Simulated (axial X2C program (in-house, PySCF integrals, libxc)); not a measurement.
Worked dissociation energy of AsTe: CCSD(T), without spin–orbit coupling

Computed with an in-house relativistic program for diatomic molecules. Spin-free means the one-electron spin-free X2C Hamiltonian. Basis: Te dyall-cv3z [11s12p8d4f1g], As dyall-cv3z [9s9p6d4f1g] (cores contracted in-house); Gaussian nuclei, density fitting, unrestricted open shells. Masses: Te 129.906 u, As 74.922 u.

Molecular state: M_S = 1/2, Λ = 1 (beyond evenly filled blocks: π+α).

Correlated methods: 11 electrons correlated (number of frozen shells: Te 4 s, 3 p, 2 d; As 3 s, 2 p, 1 d), 281 virtual spin orbitals or spinors in MP2, 90 natural virtuals in coupled cluster.

| Quantity | Value |
| --- | --- |
| E(Te) (2M_S = 2, M_L = 0) | -6791.055824 hartree |
| E(As) (2M_S = 3, M_L = 0) | -2259.177468 hartree |
| E(AsTe) at Re | -9050.322657 hartree |
| ωe | 319.8 cm⁻¹ |
| ωexe | 1.29 cm⁻¹ |

Problem. Work out De and D0.

Solution. De = -6791.055824 + (-2259.177468) − (-9050.322657) = 0.08936 hartree = 2.432 eV. The zero-point energy is ωe/2 − ωexe/4 = 160 cm⁻¹ = 0.020 eV, so D0 = 2.412 eV.

One determinant describes the state; a PBE0 search over occupations chose it and may have missed a lower one. Dissociation energies refer to the lowest single-determinant-based atoms at the same level and basis. Coupled cluster ran in a truncated set of natural virtual spinors; the MP2 energy of the rest was added. (T) has no such correction and the atoms are truncated less, which lowers De at CCSD(T) by a hundredth of an eV or more. The determinant is spin-polarised beyond a pure state at some levels (its spin-free form has ⟨S²⟩ too high), which makes Re and μ there less reliable. The T1 diagnostic is large, a sign of multireference character. With the outer-core shells frozen, correlated bond lengths of heavy atoms tend to come out a few hundredths of an ångström too long. Spin-free De lacks the spin–orbit lowering of the heavy p-block atom, a tenth of an eV or more for 4p and 5p, up to an eV for 6p and one to two eV for 7p atoms, less what an open-shell molecule gains itself.

Each atomic determinant is the lowest at this level and need not be a pure term. Totals compare only within one Hamiltonian and basis.
